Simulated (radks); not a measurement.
Values are calculated unless marked as measured or tabulated.
All-electron atom: the iodine ion I3+ in [Kr] 4d10 5s2 5p2.

Code: a radial shooting solver on a logarithmic mesh with Libxc functionals. Model: scalar-relativistic Kohn-Sham, r2SCAN, spin-polarised, spherical densities, finite nucleus; open shells are filled with parallel spins first (spin-orbit coupling, left out, can overturn this in heavy ions); meta-GGA in the generalised Kohn-Sham scheme; Fermi nuclear charge, rms radius 4.75 fm.

Energy parts (hartree):
| part | energy |
|---|---|
| total | -7114.92365 |
| kinetic | 7468.31492 |
| electron-nucleus | -17155.71184 |
| Hartree | 2753.11567 |
| exchange-correlation | -180.64240 |

Orbitals (lengths in bohr, moments of r in powers of bohr; r(max) is where P^2 peaks):
orbital	occ.	eigenvalue (hartree)	<1/r>	r(max)	<r>
1s up	1	-1215.467	56.83	0.01754	0.02723
1s down	1	-1215.462	56.83	0.01754	0.02723
2s up	1	-189.4323	13.04	0.09906	0.1171
2s down	1	-189.4318	13.04	0.09906	0.1171
2p up	3	-170.0334	12.46	0.07950	0.1025
2p down	3	-170.0303	12.46	0.07950	0.1025
3s up	1	-39.43494	4.683	0.2852	0.3134
3s down	1	-39.43244	4.683	0.2852	0.3134
3p up	3	-33.10701	4.446	0.2791	0.3117
3p down	3	-33.10354	4.445	0.2791	0.3117
3d up	5	-23.64477	4.199	0.2321	0.2886
3d down	5	-23.64113	4.199	0.2321	0.2886
4s up	1	-7.98913	1.880	0.6808	0.7405
4s down	1	-7.98077	1.879	0.6812	0.7409
4p up	3	-5.99443	1.724	0.7148	0.7919
4p down	3	-5.98698	1.723	0.7153	0.7918
4d up	5	-3.07385	1.444	0.7769	0.9178
4d down	5	-3.06208	1.449	0.7771	0.9130
5s up	1	-1.76669	0.7039	1.666	1.846
5s down	1	-1.66571	0.7160	1.650	1.826
5p up	2	-1.30594	0.6103	1.889	2.104
5p down	0	-1.19451	0.6206	1.877	2.075

The highest occupied level is 5p up at -35.536 eV. For comparison, the ionisation energy in NIST's Atomic Spectra Database is 40.36 eV (measured). In exact Kohn-Sham theory the highest level is minus the ionisation energy, but local and semilocal functionals leave it too shallow, through self-interaction and a potential that decays too fast; potentials with the right tail come closer. The spin density at the nucleus is -3.279 e/bohr^3 (1s -0.613, 2s 0.249, 3s 0.372, 4s 1.212, 5s -4.499). Summed over all electrons, <r^2> = 34.77 bohr^2, which gives a Langevin (diamagnetic) susceptibility term of -27.5 x 10^-6 cm^3/mol.
